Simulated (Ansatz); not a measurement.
One change: `[OH][In]([F])[CH2]F` becomes `[CH3][In]([OH])[F]`.

Ansatz, PBE0-D4/def2-TZVP geometries, multiplicity 1. Each molecule was computed in one conformer, which needn't be the lowest.

Elements past krypton have def2 core potentials.

```
                                          property  `[OH][In]([F])[CH2]F`
               HOMO energy (B3LYP/def2-TZVPP) / eV                  -8.16
              HOMO–LUMO gap (PBE0/def2-TZVPP) / eV                   6.74
             HOMO energy (ωB97M-V/def2-TZVPP) / eV                 -10.58
  size of the dipole moment (B3LYP/def2-TZVPP) / D                   3.41
size of the dipole moment (ωB97M-V/def2-TZVPP) / D                   3.34
                 HOMO energy (PBE/def2-TZVPP) / eV                  -6.95
```

(1) What does the change do to each property? (Estimate.)

Answers

(1) The calculation gave: 
```json
{"property": "HOMO energy (B3LYP/def2-TZVPP) / eV", "`[CH3][In]([OH])[F]`": "-8.26", "shift": "-0.10"}
{"property": "HOMO–LUMO gap (PBE0/def2-TZVPP) / eV", "`[CH3][In]([OH])[F]`": "7.18", "shift": "0.44"}
{"property": "HOMO energy (ωB97M-V/def2-TZVPP) / eV", "`[CH3][In]([OH])[F]`": "-10.74", "shift": "-0.16"}
{"property": "size of the dipole moment (B3LYP/def2-TZVPP) / D", "`[CH3][In]([OH])[F]`": "4.96", "shift": "1.55"}
{"property": "size of the dipole moment (ωB97M-V/def2-TZVPP) / D", "`[CH3][In]([OH])[F]`": "4.92", "shift": "1.58"}
{"property": "HOMO energy (PBE/def2-TZVPP) / eV", "`[CH3][In]([OH])[F]`": "-6.99", "shift": "-0.04"}
```

With PBE0 the HOMO falls by 0.13 eV and the LUMO rises by 0.29 eV, so the gap widens by about 0.42 eV. PBE moves the HOMO by -0.04 eV and ωB97M-V by -0.16 eV. Dipoles are sizes alone; their direction can turn.

B3LYP here is the variant with VWN-RPA as its local correlation; programs differ in this.
